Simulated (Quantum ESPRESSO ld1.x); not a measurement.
The numbers below are computed, except where a source is named.
Species: the technetium ion Tc2+. Configuration: [Kr] 4d5.

Level of theory: Dirac Kohn-Sham, PBE, spin-unpolarised, spherical densities, point nucleus; open shells are shared between the two j in proportion to 2j + 1 (ld1.x of Quantum ESPRESSO 7.5).

Energy parts (eV):
| part | energy |
|---|---|
| total | -116612 |
| kinetic | 121134 |
| electron-nucleus | -281131 |
| Hartree | 46870 |
| exchange-correlation | -3485 |

Orbitals (lengths in bohr, moments of r in powers of bohr; r(max) is where P^2 peaks):
\begin{tabular}{lrrrr}
orbital & occ. & eigenvalue (eV) & r(max) & small-component weight \\ \hline
1s1/2 & 2 & -20874.7 & 0.02228 & 2.46e-02 \\
2s1/2 & 2 & -2991.43 & 0.1263 & 5.07e-03 \\
2p1/2 & 2 & -2759.67 & 0.09814 & 5.08e-03 \\
2p3/2 & 4 & -2641.41 & 0.1020 & 4.91e-03 \\
3s1/2 & 2 & -534.502 & 0.3725 & 1.37e-03 \\
3p1/2 & 2 & -445.441 & 0.3595 & 1.31e-03 \\
3p3/2 & 4 & -425.666 & 0.3689 & 1.27e-03 \\
3d3/2 & 4 & -268.159 & 0.3099 & 1.15e-03 \\
3d5/2 & 6 & -264.358 & 0.3126 & 1.14e-03 \\
4s1/2 & 2 & -89.5731 & 0.9499 & 3.19e-04 \\
4p1/2 & 2 & -63.5826 & 1.007 & 2.71e-04 \\
4p3/2 & 4 & -60.6374 & 1.032 & 2.59e-04 \\
4d3/2 & 2 & -22.6835 & 1.257 & 1.46e-04 \\
4d5/2 & 3 & -22.3755 & 1.268 & 1.44e-04 \\
\end{tabular}

The highest occupied level is 4d5/2 at -22.376 eV. For comparison, the ionisation energy in NIST's Atomic Spectra Database is 29.550 eV (semi-empirical). In exact Kohn-Sham theory the highest level is minus the ionisation energy, but local and semilocal functionals leave it too shallow, through self-interaction and a potential that decays too fast; potentials with the right tail come closer. Summed over all electrons, <r^2> = 31.30 bohr^2, which gives a Langevin (diamagnetic) susceptibility term of -24.8 x 10^-6 cm^3/mol. The density falls to 0.001 e/bohr^3 at r = 3.55 bohr.

Beside tabulated values, note that spin-unpolarised runs miss the spin-polarisation part of the exchange energy of open shells.
